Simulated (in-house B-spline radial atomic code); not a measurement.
Ionisation energies along the 41-electron series, configuration [Kr] 4d5, as differences of self-consistent energies. NIST's values go from ground level to ground level; the uncertainty of those that are theory runs from under 0.1 % in few-electron ions to several per cent in heavy many-electron ones. Computed with an all-electron radial atomic-structure program (B-spline basis): non-relativistic Hartree-Fock, average of the configuration, point nuclei.

This level leaves out relativity, spin-orbit splitting included, which matters for heavy ions.

| ion | configuration after | ionisation energy (eV) | IE/(q+1)² (eV) | -ε less Coulomb ΔSCF (eV) | tabulated value (eV) | tabulated kind | computed minus tabulated (eV) |
| --- | --- | --- | --- | --- | --- | --- | --- |
| Pr18+ | [Kr] 4d4 | 518.1 | 1.4352 | 1.1253 | 516 | tabulated theory | 2.1 |
| Nd19+ | [Kr] 4d4 | 564.2 | 1.4105 | 1.1302 | 562 | tabulated theory | 2.2 |
| Pm20+ | [Kr] 4d4 | 612.0 | 1.3878 | 1.135 | 609 | tabulated theory | 3.0 |
| Sm21+ | [Kr] 4d4 | ? | ? | ? | ? | tabulated theory | ? |
| Eu22+ | [Kr] 4d4 | 712.9 | 1.3476 | 1.1444 | 709 | tabulated theory | 3.9 |
| Gd23+ | [Kr] 4d4 | 765.9 | 1.3297 | 1.149 | 761 | tabulated theory | 4.9 |
| Tb24+ | [Kr] 4d4 | 820.7 | 1.3131 | 1.1535 | 816 | tabulated theory | 4.7 |
| Dy25+ | [Kr] 4d4 | ? | ? | ? | ? | tabulated theory | ? |
| Ho26+ | [Kr] 4d4 | 935.5 | 1.2833 | 1.1621 | 929 | tabulated theory | 6.5 |

(1) Fill in the row of Sm21+.

(2) Fill in the row of Dy25+.

## Answers

(1) ionisation energy (eV): 661.6; IE/(q+1)² (eV): 1.3669; -ε less Coulomb ΔSCF (eV): 1.1398; tabulated value (eV): 658; computed minus tabulated (eV): 3.6.

(2) ionisation energy (eV): 877.2; IE/(q+1)² (eV): 1.2977; -ε less Coulomb ΔSCF (eV): 1.1578; tabulated value (eV): 872; computed minus tabulated (eV): 5.2.
